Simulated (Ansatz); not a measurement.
`O[BH][GaH2]` + H₂ → `[BH2][GaH2]` + H₂O at 400 K and 1 bar (hydrogenolysis of a B–O bond).

Isolated molecules relaxed with PBE0-D4/def2-TZVP in Ansatz; ΔE leaves out vibrations. CCSD(T)/CBS is the MP2 limit (def2-TZVPP, def2-QZVPP) plus CCSD(T) − MP2 in def2-TZVPP, frozen cores. This one scheme is used for every species. For Ga outer-core shells are correlated without core-valence functions, which leaves a few kJ/mol of doubt a bond. Scalar relativity is left out up to krypton. Each species was taken in one conformer, which may not be the lowest.

```
      species  CCSD(T)/CBS energy (Eh)  H − E (kJ/mol)  S (J/(mol·K))
`O[BH][GaH2]`              -2026.31965           130.6          328.4
           H₂                 -1.17544            38.0          139.0
`[BH2][GaH2]`              -1951.07352           105.9          290.8
          H₂O                -76.37941            69.8          198.6
```

H − E and S are ideal-gas, rigid-rotor, harmonic terms from PBE0-D4/def2-TZVP, for one conformer and one mirror image of each species. The MP2-based limit puts H₂ 0.8 mEh under its directly extrapolated value; such offsets cancel only in part. 1 Eh = 2625.50 kJ/mol, R = 8.31446 J/(mol·K).

Problem. By hand: ΔE, ΔH, ΔS and ΔG.

Solution. ΔE = (-1951.07352) + (-76.37941) − (-2026.31965) − (-1.17544) = 0.04216 Eh = 110.7 kJ/mol. Δ(H − E) = 105.9 + 69.8 − 130.6 − 38.0 = 7.1, so ΔH = 117.8 kJ/mol. ΔS = 290.8 + 198.6 − 328.4 − 139.0 = 22.0 J/(mol·K). ΔG = 117.8 − 400 × (22.0)/1000 = 109.0 kJ/mol.

Problem. By hand: the equilibrium constant, and the temperature at which ΔG would vanish if ΔH and ΔS stayed fixed.

Solution. log₁₀ K = −ΔG/(RT ln 10) = -14.2. ΔG = 0 at ΔH/ΔS = 5355 K, far beyond where these terms or the molecules hold.

ΔH outweighs TΔS. A doubt of 5 kJ/mol in ΔE shifts log₁₀ K by 0.7 here. Other conformers and mirror images would add mixing entropy, several J/(mol·K) or more a flexible species. These are equilibria of isolated gas molecules and say nothing of rates. Largest T1 diagnostic: 0.014 (customary marks: 0.02 for closed shells, 0.045 for open ones).
